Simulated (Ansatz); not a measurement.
C3H5Ga can be A, `C#[C][GaH][CH3]`, or B, `C=[C]1[CH2][GaH]1`.

Calculated with Ansatz (gas phase, PBE0-D4/def2-TZVP geometries, no zero-point term in ΔE). CCSD(T)/CBS is the MP2 limit (def2-TZVPP, def2-QZVPP) plus CCSD(T) − MP2 in def2-TZVPP, frozen cores. Functionals use def2-TZVPP. B3LYP here is the variant with VWN-RPA as its local correlation; programs differ in this. For Ga outer-core shells are correlated without core-valence functions, which leaves a few kJ/mol of doubt a bond. Scalar relativity is left out up to krypton.

A:

```xyz
9

C    -2.7223    0.2318    0.1510
C    -1.5901   -0.1948    0.1448
Ga    0.2191   -0.8528    0.1319
C     1.6490    0.4460   -0.1870
H    -3.7214    0.6044    0.1570
H     0.4221   -2.3851    0.3724
H     1.5636    1.2740    0.5211
H     2.6424    0.0057   -0.1025
H     1.5376    0.8708   -1.1887
```

B:

Z-matrix (Å, degrees):
```
C
C 1 1.508
Ga 1 1.982 2 64.4
H 1 1.094 2 113.7 3 -98.6
H 1 1.090 2 119.8 3 125.8
C 2 1.327 1 132.2 3 -149.9
H 3 1.538 1 153.5 2 177.4
H 6 1.091 2 121.4 1 -12.7
H 6 1.085 2 121.8 1 168.2
```

(1) Which is lower in electronic energy at CCSD(T)/CBS, and by how much? (An estimate is asked.)

(2) Give E(B) − E(A) in kcal/mol with B3LYP, B2PLYP, CCSD/def2-TZVPP, PBE0-D4, r2SCAN-D4, LDA (SPW92), ωB97M-V. (Best estimate.)

(3) Does the order hold for the free energy at 298.15 K (harmonic terms from PBE0-D4)? (An estimate is asked.)

Largest T1 diagnostic: 0.014.

## Answers

(1) The calculation gave: A, by 29.8 kcal/mol.

(2) Computed: B3LYP 28.0, B2PLYP 30.0, CCSD/def2-TZVPP 31.7, PBE0-D4 22.5, r2SCAN-D4 24.1, LDA (SPW92) 14.7, ωB97M-V 28.4. None reverses the order clearly.

(3) Ansatz gave: Yes: G(B) − G(A) = +33.0 kcal/mol. Modes under 60 cm⁻¹, often nearly free rotors, make the harmonic entropy too high.

At CCSD(T), def2-SVP lies −1.4 kcal/mol from the extrapolated value and def2-TZVPP +0.5 kcal/mol. From BLYP to BHLYP (50 % exact exchange), in def2-TZVPP and without D4, E(B) − E(A) moves by +3.4 kcal/mol.
